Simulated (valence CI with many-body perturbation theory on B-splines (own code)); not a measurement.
# E1 transitions of Ba24+

Computed by valence CI with perturbative core correlation (CI+MBPT): four valence electrons over a frozen Dirac-Fock core [Ar] 3d10, radial functions for each j: 11 s, 11 p, 10 d, 8 f, 5 g, 2 h, with the one-electron correlation potential Σ1 (screened to all orders), the two-electron term Σ2, the three-electron term Σ3, Breit, model QED; selected single and double excitations, second order for the rest, scaled by the run's own slope (own B-spline code, finite nucleus).

No measured spectrum was set against this ion. As an estimate, levels hold to about 250 cm⁻¹ or 0.2 % of their energy and the worst to 1 %, as in measured heavy ions of charge 2 to 7; those with d or f electrons hold less well. Among the levels kept, up to 470 cm⁻¹ of a level comes from second order outside the variational space, and about a tenth of that is noise between levels of different J, which matters for small intervals.

Lines 101 to 150 of 545 in falling wavelength, among levels below 295.24 eV, chosen from the strongest by gf and those to the six lowest levels. Wavelengths and rates use the calculated energies, so an error of 2000 cm⁻¹ moves a line at 15.10 nm by 0.3 % and its rate by three times that or more. Electric multipoles are in the length gauge, E1 and E2 with the static RPA response of the core. Weak lines are less certain than strong ones. Lines between different terms over intervals too small for the method are left out, as are lines whose strength nearly cancels. Where a level lies close to another of its J and parity, the split of strength between their lines is uncertain. The highest levels of a list are the least certain.

Levels are named by their leading jj configuration (3d3/2^4 stands for four electrons in 3d with j = 3/2), which in mixed levels can hold well under half, so a name can repeat and another be missing. Letters in brackets count levels of one name in rising energy.

```
λ vac (nm)                           Upper                           Lower   A (s⁻¹)  log gf  Branch %
     15.10  (4s 4p1/2 4p3/2 4d5/2) J=1 [c]          (4s^2 4p1/2 4d5/2) J=2  2.81e+10   -0.54      12.0
     15.10      (4s 4p3/2^2 4d3/2) J=1 [d]          (4s^2 4p3/2 4d3/2) J=1  2.68e+10   -0.56       7.8
     15.10   (4p1/2 4p3/2^2 4d5/2) J=3 [b]  (4s 4p1/2 4p3/2 4d5/2) J=4 [c]  1.96e+10   -0.33      11.5
     15.09      (4s 4p3/2^2 4d3/2) J=2 [b]          (4s^2 4p3/2 4d3/2) J=3  1.80e+10   -0.51       4.9
     15.08       (4p1/2^2 4p3/2 4d5/2) J=4          (4s 4p1/2^2 4d5/2) J=3  1.77e+10   -0.27      24.1
     15.07   (4p1/2 4p3/2^2 4d5/2) J=3 [c]  (4s 4p1/2 4p3/2 4d5/2) J=4 [c]  9.62e+09   -0.64       7.5
     15.02       (4p1/2 4p3/2^2 4d3/2) J=4      (4s 4p1/2 4p3/2 4d3/2) J=4  7.59e+09   -0.64      15.2
     15.00      (4s 4p3/2^2 4d5/2) J=3 [c]          (4s^2 4p3/2 4d3/2) J=3  1.92e+10   -0.34      10.6
     14.98   (4p1/2 4p3/2^2 4d3/2) J=2 [a]  (4s 4p1/2 4p3/2 4d3/2) J=3 [a]  1.96e+10   -0.48      28.5
     14.96      (4s 4p1/2 4p3/2^2) J=1 [a]          (4s^2 4p1/2 4p3/2) J=1  4.97e+10   -0.30      79.9
     14.95   (4p1/2 4p3/2^2 4d5/2) J=3 [d]  (4s 4p1/2 4p3/2 4d5/2) J=4 [c]  1.81e+10   -0.37      15.9
     14.95   (4p1/2 4p3/2^2 4d5/2) J=4 [b]      (4s 4p1/2 4p3/2 4d5/2) J=5  1.02e+10   -0.51      18.9
     14.94       (4p1/2^2 4p3/2 4d3/2) J=3          (4s 4p1/2^2 4d3/2) J=2  1.50e+10   -0.45      21.2
     14.93      (4s 4p3/2^2 4d5/2) J=2 [b]          (4s^2 4p3/2 4d5/2) J=2  1.35e+10   -0.65      14.0
     14.93      (4s 4p1/2 4p3/2^2) J=2 [b]          (4s^2 4p1/2 4p3/2) J=1  1.01e+09   -1.77       2.2
     14.84       (4p1/2 4p3/2^2 4d5/2) J=5      (4s 4p1/2 4p3/2 4d5/2) J=5  9.45e+09   -0.46      22.7
     14.84      (4s 4p3/2^2 4d3/2) J=1 [c]          (4s^2 4p3/2 4d3/2) J=2  6.69e+10   -0.18      16.3
     14.81   (4p1/2 4p3/2^2 4d3/2) J=3 [a]  (4s 4p1/2 4p3/2 4d3/2) J=3 [a]  1.00e+10   -0.64      19.8
     14.81      (4s 4p3/2^2 4d3/2) J=1 [d]          (4s^2 4p3/2 4d3/2) J=0  3.87e+10   -0.42      11.2
     14.78  (4s 4p1/2 4p3/2 4d5/2) J=2 [d]          (4s^2 4p1/2 4d5/2) J=2  3.02e+10   -0.31       9.3
     14.76      (4s 4p3/2^2 4d5/2) J=4 [b]          (4s^2 4p3/2 4d5/2) J=4  4.80e+10    0.15      72.4
     14.75       (4p1/2^2 4p3/2 4d5/2) J=1  (4s 4p1/2 4p3/2 4d3/2) J=2 [a]  4.22e+10   -0.38      34.2
     14.75   (4p1/2 4p3/2^2 4d5/2) J=2 [c]  (4s 4p1/2 4p3/2 4d5/2) J=3 [d]  1.52e+10   -0.61       4.7
     14.73  (4s 4p1/2 4p3/2 4d5/2) J=3 [e]          (4s^2 4p1/2 4d5/2) J=3  5.03e+10    0.06      25.9
     14.71   (4p1/2 4p3/2^2 4d5/2) J=3 [c]  (4s 4p1/2 4p3/2 4d5/2) J=4 [b]  1.05e+10   -0.62       8.2
     14.69          (4s^2 4p1/2 4f5/2) J=3          (4s^2 4p3/2 4d3/2) J=3  1.09e+10   -0.61       3.6
     14.69   (4p1/2 4p3/2^2 4d5/2) J=4 [a]      (4s 4p1/2 4p3/2 4d3/2) J=4  1.28e+10   -0.43      21.6
     14.69      (4s 4p3/2^2 4d5/2) J=2 [c]          (4s^2 4p3/2 4d5/2) J=1  2.38e+10   -0.41       4.8
     14.69      (4s 4p3/2^2 4d3/2) J=2 [b]          (4s^2 4p3/2 4d3/2) J=2  1.92e+10   -0.51       5.3
     14.66      (4s 4p3/2^2 4d3/2) J=2 [c]          (4s^2 4p3/2 4d3/2) J=3  2.62e+10   -0.37       7.9
     14.63       (4p1/2 4p3/2^2 4d3/2) J=4  (4s 4p1/2 4p3/2 4d5/2) J=4 [a]  6.61e+09   -0.72      13.3
     14.58             (4p3/2^3 4d5/2) J=4          (4s 4p3/2^2 4d5/2) J=5  2.01e+10   -0.24      10.9
     14.58      (4s 4p3/2^2 4d5/2) J=3 [b]          (4s^2 4p3/2 4d5/2) J=4  2.77e+10   -0.21      13.3
     14.58           (4p1/2^2 4p3/2^2) J=2          (4s 4p1/2^2 4p3/2) J=2  1.22e+10   -0.71      20.6
     14.56      (4s 4p3/2^2 4d3/2) J=1 [d]          (4s^2 4p3/2 4d3/2) J=2  2.31e+10   -0.66       6.7
     14.54  (4s 4p1/2 4p3/2 4d5/2) J=2 [c]          (4s^2 4p1/2 4d5/2) J=3  8.54e+10    0.13      39.3
     14.44  (4s 4p1/2 4p3/2 4d3/2) J=1 [c]          (4s^2 4p1/2 4d3/2) J=2  6.51e+10   -0.21      28.8
     14.44   (4p1/2 4p3/2^2 4d5/2) J=3 [a]  (4s 4p1/2 4p3/2 4d5/2) J=4 [a]  1.41e+10   -0.51      17.1
     14.43      (4s 4p1/2 4p3/2^2) J=1 [b]          (4s^2 4p1/2 4p3/2) J=2  1.20e+11    0.05      63.2
     14.32  (4s 4p1/2 4p3/2 4d3/2) J=2 [b]          (4s 4p1/2 4p3/2^2) J=3  2.13e+10   -0.48      21.7
     14.31   (4p1/2 4p3/2^2 4d5/2) J=4 [a]  (4s 4p1/2 4p3/2 4d5/2) J=4 [a]  1.01e+10   -0.56      17.0
     14.31       (4p1/2^2 4p3/2 4d5/2) J=3          (4s 4p1/2^2 4d5/2) J=3  1.27e+10   -0.56      12.5
     14.31  (4s 4p1/2 4p3/2 4d5/2) J=2 [d]          (4s^2 4p1/2 4d5/2) J=3  1.74e+10   -0.57       5.4
     14.28      (4s 4p3/2^2 4d5/2) J=2 [c]          (4s^2 4p3/2 4d5/2) J=3  9.97e+10    0.18      20.1
     14.26       (4p1/2^2 4p3/2 4d3/2) J=1          (4s 4p1/2^2 4d3/2) J=1  3.11e+10   -0.55      27.6
     14.25      (4s 4p3/2^2 4d5/2) J=3 [c]          (4s^2 4p3/2 4d5/2) J=4  7.43e+10    0.20      40.8
     14.19                (4s 4p3/2^3) J=1              (4s^2 4p3/2^2) J=2  1.13e+11    0.01      52.9
     14.17          (4s 4p1/2 4d5/2^2) J=4  (4s 4p1/2 4p3/2 4d5/2) J=3 [d]  7.17e+09   -0.71       5.2
     14.16      (4s 4p3/2^2 4d3/2) J=2 [a]          (4s^2 4p1/2 4d5/2) J=2  2.00e+10   -0.52       5.8
     14.15          (4s^2 4p1/2 4f5/2) J=2          (4s^2 4p3/2 4d3/2) J=3  3.43e+10   -0.29      10.6
```

**Question.** How does gf follow from A for the line at 14.76 nm?

**Answer.** gf = 1.4992 × (2J+1)_upper × A / σ², with σ = 677694 cm⁻¹ and 2J+1 = 9: gf = 1.41.
